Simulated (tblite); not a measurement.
Record of a relaxation.

Species: C₅H₈Cl₂Si.
Numbering: `[CH3:1][SiH2:2][C@@H:3]1[C:4]([Cl:5])=[CH:6][C@@H:7]1[Cl:8]` (hydrogens: H9, H10, H11 on C1; H12, H13 on Si2; H14 on C3; H15 on C6; H16 on C7)

Computed with GFN2-xTB (tblite), gas phase: L-BFGS steps from a force-field or distance-geometry start until the largest atomic force falls under 0.01 eV/Å. 9 of its 63 geometries are shown.

Step 0: E = -695.4838 eV, largest atomic force 1.549 eV/Å
```
atom  x, y, z in Å  |  force x, y, z in eV/Å
C1      2.058   -0.228    0.569    0.011  -0.350   0.873
Si2     1.079    0.469   -0.851    0.375   0.134  -0.818
C3     -0.782    0.476   -0.468   -0.016   0.603  -0.349
C4     -1.148    0.858    0.950   -0.432  -0.881   0.442
Cl5    -0.902    2.297    1.954   -0.167  -1.157  -1.017
C6     -1.725   -0.341    1.213    0.279   0.783   0.159
C7     -1.534   -0.849   -0.200   -0.334   0.075   0.629
Cl8    -0.771   -2.479   -0.408    0.062   0.834   0.131
H9      1.916    0.365    1.480    0.032  -0.177  -0.192
H10     3.116   -0.229    0.348    0.135  -0.038  -0.019
H11     1.759   -1.256    0.798    0.113   0.250  -0.019
H12     1.346   -0.314   -2.078   -0.202   0.102   0.163
H13     1.539    1.852   -1.102   -0.235  -0.109   0.035
H14    -1.287    1.079   -1.244    0.127  -0.154   0.328
H15    -2.200   -0.760    2.094    0.194   0.037  -0.371
H16    -2.470   -0.931   -0.758    0.058   0.048   0.024
```

Step 8: E = -695.7020 eV, largest atomic force 0.202 eV/Å
```
atom  x, y, z in Å  |  force x, y, z in eV/Å
C1      2.069   -0.242    0.596    0.000   0.001  -0.050
Si2     1.102    0.456   -0.873   -0.011  -0.040  -0.006
C3     -0.779    0.481   -0.477   -0.066   0.095   0.166
C4     -1.140    0.808    0.944   -0.014   0.113   0.072
Cl5    -0.894    2.232    1.843    0.074  -0.012  -0.050
C6     -1.741   -0.349    1.222    0.032   0.083  -0.032
C7     -1.564   -0.826   -0.193   -0.067  -0.014   0.119
Cl8    -0.695   -2.348   -0.380    0.137  -0.080  -0.092
H9      1.918    0.353    1.492   -0.006   0.011   0.012
H10     3.132   -0.247    0.374    0.005  -0.011   0.037
H11     1.770   -1.261    0.818    0.005  -0.043   0.030
H12     1.305   -0.326   -2.097   -0.057   0.017   0.044
H13     1.491    1.860   -1.105   -0.096  -0.106   0.010
H14    -1.288    1.106   -1.210   -0.004   0.074  -0.031
H15    -2.197   -0.783    2.094    0.051   0.012  -0.162
H16    -2.497   -0.905   -0.751    0.017  -0.102  -0.068
```

Step 16: E = -695.7240 eV, largest atomic force 0.068 eV/Å
```
atom  x, y, z in Å  |  force x, y, z in eV/Å
C1      2.069   -0.255    0.604   -0.024   0.002  -0.015
Si2     1.082    0.428   -0.861    0.018   0.015  -0.005
C3     -0.795    0.502   -0.470   -0.010   0.025   0.025
C4     -1.146    0.825    0.949    0.015   0.010   0.005
Cl5    -0.849    2.252    1.824   -0.009  -0.043   0.032
C6     -1.742   -0.339    1.217    0.015   0.000  -0.013
C7     -1.561   -0.814   -0.195   -0.015  -0.005   0.014
Cl8    -0.626   -2.303   -0.403    0.066  -0.018   0.002
H9      1.913    0.349    1.493   -0.016   0.000   0.020
H10     3.134   -0.255    0.392   -0.031   0.010  -0.031
H11     1.779   -1.274    0.838    0.002  -0.023   0.027
H12     1.260   -0.337   -2.095   -0.024  -0.045   0.009
H13     1.439    1.832   -1.104    0.028   0.015   0.001
H14    -1.289    1.143   -1.200   -0.026   0.006  -0.040
H15    -2.194   -0.800    2.073    0.022   0.038  -0.007
H16    -2.482   -0.945   -0.763   -0.013   0.013  -0.024
```

Step 23: E = -695.7280 eV, largest atomic force 0.042 eV/Å
```
atom  x, y, z in Å  |  force x, y, z in eV/Å
C1      2.056   -0.259    0.606    0.003   0.007   0.004
Si2     1.075    0.427   -0.861    0.031  -0.001  -0.019
C3     -0.800    0.513   -0.475   -0.003   0.007  -0.002
C4     -1.146    0.831    0.946   -0.009  -0.011   0.015
Cl5    -0.842    2.239    1.844    0.001   0.013   0.012
C6     -1.735   -0.336    1.212   -0.010  -0.010  -0.005
C7     -1.555   -0.810   -0.200   -0.002  -0.012   0.006
Cl8    -0.592   -2.286   -0.405   -0.002   0.019   0.008
H9      1.904    0.345    1.496   -0.007   0.011   0.000
H10     3.118   -0.251    0.381    0.004   0.006   0.007
H11     1.781   -1.280    0.850   -0.020   0.006  -0.022
H12     1.239   -0.360   -2.084   -0.003   0.002   0.013
H13     1.446    1.829   -1.104    0.018  -0.037  -0.008
H14    -1.299    1.149   -1.208   -0.012   0.016  -0.010
H15    -2.184   -0.790    2.072    0.012  -0.015   0.000
H16    -2.471   -0.953   -0.772    0.000   0.000  -0.001
```

Step 31: E = -695.7291 eV, largest atomic force 0.031 eV/Å
```
atom  x, y, z in Å  |  force x, y, z in eV/Å
C1      2.053   -0.256    0.607   -0.012   0.003  -0.010
Si2     1.073    0.424   -0.864    0.021   0.012  -0.019
C3     -0.803    0.520   -0.475    0.007  -0.007   0.002
C4     -1.148    0.832    0.949    0.000  -0.007   0.006
Cl5    -0.843    2.236    1.855   -0.001   0.009   0.005
C6     -1.736   -0.337    1.212    0.002  -0.008  -0.007
C7     -1.554   -0.806   -0.202    0.005  -0.018   0.008
Cl8    -0.582   -2.276   -0.402   -0.011   0.007  -0.005
H9      1.896    0.349    1.496   -0.007  -0.006  -0.003
H10     3.116   -0.247    0.386   -0.011  -0.001   0.008
H11     1.772   -1.277    0.843    0.009   0.003   0.017
H12     1.233   -0.372   -2.082   -0.008   0.005   0.014
H13     1.465    1.818   -1.115   -0.006  -0.011  -0.015
H14    -1.304    1.155   -1.207    0.002   0.013   0.007
H15    -2.175   -0.800    2.072    0.004   0.001  -0.010
H16    -2.469   -0.956   -0.775    0.006   0.006   0.004
```

Step 39: E = -695.7299 eV, largest atomic force 0.019 eV/Å
```
atom  x, y, z in Å  |  force x, y, z in eV/Å
C1      2.045   -0.253    0.608   -0.001   0.006   0.006
Si2     1.075    0.424   -0.869   -0.010  -0.005  -0.015
C3     -0.799    0.526   -0.471   -0.008  -0.008  -0.002
C4     -1.142    0.829    0.955   -0.005  -0.001   0.002
Cl5    -0.847    2.234    1.863    0.005  -0.001   0.009
C6     -1.730   -0.341    1.211    0.012  -0.006   0.006
C7     -1.548   -0.804   -0.204   -0.002  -0.007   0.006
Cl8    -0.579   -2.275   -0.408   -0.006   0.011  -0.012
H9      1.878    0.354    1.494    0.004   0.007   0.009
H10     3.110   -0.243    0.396    0.005   0.003   0.010
H11     1.766   -1.274    0.849   -0.003   0.002  -0.004
H12     1.222   -0.384   -2.079    0.003  -0.012  -0.011
H13     1.477    1.810   -1.145   -0.007   0.000   0.003
H14    -1.303    1.168   -1.194    0.009  -0.004  -0.005
H15    -2.167   -0.812    2.069   -0.002   0.006   0.002
H16    -2.464   -0.951   -0.776    0.006   0.011  -0.006
```

Step 46: E = -695.7303 eV, largest atomic force 0.011 eV/Å
```
atom  x, y, z in Å  |  force x, y, z in eV/Å
C1      2.041   -0.248    0.610    0.006  -0.003   0.007
Si2     1.076    0.419   -0.875   -0.011   0.002  -0.001
C3     -0.796    0.527   -0.468   -0.004  -0.002  -0.005
C4     -1.138    0.827    0.959    0.002  -0.002  -0.001
Cl5    -0.847    2.230    1.871    0.009  -0.004   0.002
C6     -1.724   -0.345    1.213   -0.007   0.005  -0.005
C7     -1.546   -0.802   -0.204   -0.001   0.002  -0.006
Cl8    -0.580   -2.274   -0.420   -0.005   0.002  -0.005
H9      1.869    0.360    1.495   -0.007   0.007  -0.002
H10     3.107   -0.238    0.406    0.010   0.002  -0.001
H11     1.761   -1.268    0.851    0.000  -0.002   0.006
H12     1.218   -0.395   -2.082    0.006  -0.005   0.003
H13     1.477    1.803   -1.160    0.002   0.008   0.000
H14    -1.299    1.170   -1.191    0.002  -0.002   0.003
H15    -2.165   -0.815    2.070    0.007  -0.002  -0.001
H16    -2.462   -0.943   -0.778   -0.007  -0.003   0.007
```

Step 54: E = -695.7306 eV, largest atomic force 0.022 eV/Å
```
atom  x, y, z in Å  |  force x, y, z in eV/Å
C1      2.039   -0.242    0.613   -0.007   0.004   0.005
Si2     1.077    0.416   -0.878   -0.019  -0.003  -0.002
C3     -0.796    0.527   -0.470    0.001   0.011  -0.004
C4     -1.133    0.823    0.960    0.006  -0.006   0.001
Cl5    -0.833    2.219    1.881    0.008  -0.005  -0.011
C6     -1.720   -0.348    1.212   -0.004   0.000   0.001
C7     -1.550   -0.801   -0.208    0.010   0.013  -0.014
Cl8    -0.588   -2.272   -0.437   -0.002  -0.013   0.004
H9      1.857    0.372    1.492    0.009  -0.003   0.007
H10     3.107   -0.230    0.417   -0.008   0.004  -0.001
H11     1.760   -1.262    0.859    0.004   0.006   0.003
H12     1.221   -0.410   -2.077    0.004   0.002  -0.002
H13     1.475    1.799   -1.172    0.002  -0.004   0.001
H14    -1.297    1.175   -1.190   -0.003  -0.002   0.002
H15    -2.156   -0.820    2.069   -0.003  -0.008   0.008
H16    -2.471   -0.938   -0.775    0.001   0.004   0.001
```

Step 62: E = -695.7309 eV, largest atomic force 0.010 eV/Å
```
atom  x, y, z in Å  |  force x, y, z in eV/Å
C1      2.034   -0.234    0.619    0.000   0.000   0.002
Si2     1.074    0.411   -0.880   -0.002   0.001   0.000
C3     -0.797    0.527   -0.472    0.005   0.000  -0.001
C4     -1.126    0.818    0.960    0.000   0.002  -0.002
Cl5    -0.814    2.209    1.884    0.003   0.000  -0.001
C6     -1.716   -0.352    1.210    0.002   0.002   0.005
C7     -1.554   -0.799   -0.212   -0.001   0.007  -0.006
Cl8    -0.597   -2.273   -0.448    0.001  -0.002   0.000
H9      1.851    0.383    1.495    0.000  -0.001  -0.002
H10     3.102   -0.219    0.422    0.000  -0.001  -0.001
H11     1.760   -1.254    0.869   -0.001   0.003   0.001
H12     1.226   -0.421   -2.073   -0.003   0.002   0.001
H13     1.475    1.792   -1.181    0.002   0.003  -0.001
H14    -1.300    1.180   -1.187    0.003  -0.008   0.005
H15    -2.148   -0.828    2.067   -0.004  -0.004   0.007
H16    -2.477   -0.930   -0.776   -0.004  -0.004  -0.007
```

Question: Summarise the path.

Answer: The energy falls by 0.2471 eV from step 0 to step 62; nine tenths of that is first reached at step 9. It falls at every step. The largest force goes from 1.549 to 0.010 eV/Å. Among the bonds C4–Cl5 changes most, from 1.772 to 1.699 Å; the atoms move by 0.108 Å rms after alignment.

Question: Follow the three bonds and two angles with the largest change from start to end.

Answer: 
```tsv
step	E above end (eV)	largest force (eV/Å)	C4–Cl5 (Å)	C7–Cl8 (Å)	C1–Si2 (Å)	C3–C7–Cl8 (°)	C3–Si2–H13 (°)
0	0.2471	1.549	1.772	1.811	1.860	123.1	109.6
3	0.0823	0.431	1.697	1.785	1.892	120.9	107.8
5	0.0540	0.299	1.689	1.771	1.881	119.6	107.2
8	0.0290	0.202	1.702	1.762	1.892	117.3	106.1
11	0.0177	0.199	1.698	1.777	1.894	116.1	105.1
13	0.0107	0.153	1.694	1.779	1.891	115.8	104.2
16	0.0070	0.068	1.700	1.770	1.893	115.7	103.5
19	0.0045	0.110	1.701	1.771	1.895	115.5	103.3
22	0.0031	0.049	1.698	1.775	1.894	115.3	103.6
24	0.0028	0.034	1.698	1.772	1.893	115.2	103.8
27	0.0022	0.043	1.699	1.771	1.892	115.1	104.1
30	0.0019	0.024	1.698	1.774	1.892	115.1	104.3
32	0.0017	0.035	1.698	1.773	1.894	115.2	104.5
35	0.0014	0.025	1.699	1.772	1.893	115.2	104.7
38	0.0011	0.030	1.699	1.773	1.892	115.3	104.8
40	0.0010	0.016	1.698	1.773	1.893	115.4	104.9
43	0.0008	0.019	1.699	1.772	1.894	115.3	104.8
46	0.0007	0.011	1.699	1.773	1.892	115.3	104.7
49	0.0006	0.019	1.699	1.773	1.893	115.3	104.7
51	0.0005	0.021	1.699	1.773	1.893	115.2	104.7
54	0.0003	0.022	1.699	1.772	1.893	115.1	104.6
57	0.0002	0.016	1.699	1.773	1.893	115.2	104.6
59	0.0001	0.018	1.699	1.773	1.893	115.3	104.6
62	0.0000	0.010	1.699	1.773	1.893	115.2	104.6
```

What follows is the cost of the whole relaxation. The run took 0.93 s on one thread of an Arm Neoverse N1, shared host with 64 logical CPUs at a one-minute load of 56.
